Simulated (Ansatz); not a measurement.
Nb₄N₄, relaxed as a singlet with RKS r2SCAN-D4/def2-SVP in Ansatz, starting from the GFN2-xTB geometry. Force threshold 0.02 eV/Å.

In the def2 sets Nb takes a core potential; there is no spin–orbit coupling. The restricted singlet is unstable towards broken spin symmetry at other levels; at r2SCAN-D4/def2-SVP this wasn't settled. At r2SCAN-D4/def2-SVP a triplet of charge 0 lies 0.58 eV below the restricted singlet, each at its own geometry. The structure comes from a short search, and lower isomers may exist.

Start:

```xyz
8

Nb   -1.504    1.383    0.111
Nb    1.574    0.635    2.069
Nb    1.409    0.840   -1.713
Nb    0.217   -2.029   -0.145
N    -1.824   -0.328    0.953
N     1.439   -0.997   -1.178
N    -1.295   -1.382    0.872
N    -0.017    1.878   -0.968
```

Problem. Estimate the energy that the relaxation releases and the steps that it takes.

Solution. 941.5 kJ/mol, in 22 steps; 4.1 min on 4 threads of Arm Neoverse V2 on a shared host. No frequencies were taken in this run, so the end may be a saddle point.

Problem. Does the start keep its bonding?

Solution. Bonds formed: Nb2–N5, Nb2–N7 (atoms count from 1). Metal–metal contacts that move far: Nb2–Nb3 3.79 to 2.51 Å.

Problem. Predict the relaxed structure.

Solution. 
Cartesian coordinates in Å:
```
Nb -1.114 1.758 0.364
Nb 0.628 0.151 1.487
Nb 1.302 0.724 -0.864
Nb 0.689 -1.934 0.030
N -1.479 -0.043 0.946
N 1.295 -1.059 -1.499
N -0.955 -1.227 0.827
N -0.366 1.631 -1.291
```
Bond lengths (bridged metal pairs left out): 8 × N–Nb 1.82 to 2.20 Å; 1 × Nb–Nb 2.51 Å; 1 × N–N 1.30 Å.
